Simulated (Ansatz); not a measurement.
Two isomers of C2H9NOSi: A = `NCOC[SiH3]`, B = `CN[SiH2]OC`.

Isolated molecules relaxed with PBE0-D4/def2-TZVP in Ansatz; ΔE leaves out vibrations. CCSD(T)/CBS adds triple-zeta CCSD(T) − MP2 to the extrapolated MP2 energy (def2 sets, frozen cores). Functionals use def2-TZVPP. B3LYP here is the variant with VWN-RPA as its local correlation; programs differ in this. One conformer a species, not always the lowest.

(1) Which is lower in electronic energy at CCSD(T)/CBS, and by how much? (An estimate is asked.)

(2) Give E(B) − E(A) in kcal/mol with PBE-D4, CCSD/def2-TZVPP, B3LYP-D4, CCSD(T)/def2-TZVPP, B3LYP, ωB97M-V, HF/def2-TZVPP. (Estimate.)

Largest T1 diagnostic: 0.011.

Results:

(1) Ansatz gave: B, by 52.5 kcal/mol.

(2) The calculation gave: PBE-D4 -47.4, CCSD/def2-TZVPP -52.2, B3LYP-D4 -51.8, CCSD(T)/def2-TZVPP -51.6, B3LYP -51.3, ωB97M-V -51.4, HF/def2-TZVPP -54.9. None reverses the order clearly.

From PBE to PBE0 (25 % exact exchange), in def2-TZVPP and without D4, E(B) − E(A) moves by −2.0 kcal/mol. In def2-TZVPP, CCSD(T) changes the Hartree–Fock value by +3.3 kcal/mol (the triples alone add +0.7 kcal/mol) and MP2 by +1.0 kcal/mol.
